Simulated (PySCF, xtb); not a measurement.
InFBr2, SMILES [F][In]([Br])[Br].

Harmonic wavenumbers (cm⁻¹) from GFN2-xTB (xtb 6.7.1) at its own minimum, in rising order: 45, 70, 86, 189, 267, 347.

What does PBE-D3(BJ)/def2-SVP (PySCF) give at its own minimum? (The exact figures need the calculation; the answer reports its results.)

59, 94, 112, 222, 282, 594. Paired by order, the mean absolute difference is 60 cm⁻¹ and the zero-point energies are 1.4 and 1.9 kcal/mol.
